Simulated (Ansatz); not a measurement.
Geometry optimisation, RKS PBE-D4/def2-SVP (Ansatz).

input.yaml

```yaml
crystal:
  periodic: [false, false, false]
  atoms:
    - { symbol: W, position_ang: [0.0, 0.0, 0.0] }
    - { symbol: O, position_ang: [0.0, 0.0, 1.94] }
    - { symbol: H, position_ang: [-0.9095, -0.2814, 2.2771] }
    - { symbol: H, position_ang: [1.72, 0.0, 0.0] }
    - { symbol: H, position_ang: [0.0, 1.72, 0.0] }
    - { symbol: H, position_ang: [-1.72, 0.0, 0.0] }
    - { symbol: H, position_ang: [0.0, -1.72, 0.0] }
    - { symbol: H, position_ang: [0.0, 0.0, -1.72] }
basis:
  gaussian: { orbitals: def2-SVP }
hamiltonian:
  xc: pbe
  dispersion: d4
relax:
  f_tol: 0.02
  max_steps: 40
```

Run as:

```bash
$ ansatz run input.yaml --threads 1 --pin off --max-ram 2048MiB --backend cpu --events-out ev --progress --plain --runs-dir out
```

Q: Where does it end, and by what steps?

A: The forces met the threshold. After 12 steps the energy has fallen by 6.150 eV; H7 moved furthest, 1.02 Å.

```json
{"step": "0", "energy less start (eV)": "0.0000", "largest force component (eV/Å)": "7.739", "accepted": "yes"}
{"step": "1", "energy less start (eV)": "-2.0456", "largest force component (eV/Å)": "1.796", "accepted": "yes"}
{"step": "2", "energy less start (eV)": "-3.4452", "largest force component (eV/Å)": "3.177", "accepted": "yes"}
{"step": "3", "energy less start (eV)": "-4.5457", "largest force component (eV/Å)": "1.686", "accepted": "yes"}
{"step": "4", "energy less start (eV)": "-5.2887", "largest force component (eV/Å)": "1.181", "accepted": "yes"}
{"step": "5", "energy less start (eV)": "-5.6555", "largest force component (eV/Å)": "0.907", "accepted": "yes"}
{"step": "6", "energy less start (eV)": "-5.9059", "largest force component (eV/Å)": "0.640", "accepted": "yes"}
{"step": "7", "energy less start (eV)": "-6.1107", "largest force component (eV/Å)": "0.226", "accepted": "yes"}
{"step": "8", "energy less start (eV)": "-6.0936", "largest force component (eV/Å)": "0.592", "accepted": "no"}
{"step": "9", "energy less start (eV)": "-6.1479", "largest force component (eV/Å)": "0.105", "accepted": "yes"}
{"step": "10", "energy less start (eV)": "-6.1498", "largest force component (eV/Å)": "0.030", "accepted": "yes"}
{"step": "11", "energy less start (eV)": "-6.1497", "largest force component (eV/Å)": "0.058", "accepted": "no"}
{"step": "12", "energy less start (eV)": "-6.1500", "largest force component (eV/Å)": "0.012", "accepted": "yes"}
```

```xyz
8
Properties=species:S:1:pos:R:3
W 0.220 0.166 0.244
O -0.338 0.191 2.039
H -1.117 -0.225 2.452
H 1.730 -0.632 0.094
H 0.201 1.747 -0.420
H -1.153 -0.758 0.048
H 0.269 -1.157 -0.813
H -0.722 0.386 -1.147
```

Time of the run: 30 s on 1 thread of Intel(R) Xeon(R) 6975P-C (Granite Rapids), on a shared host, peak memory 0.17 GiB.
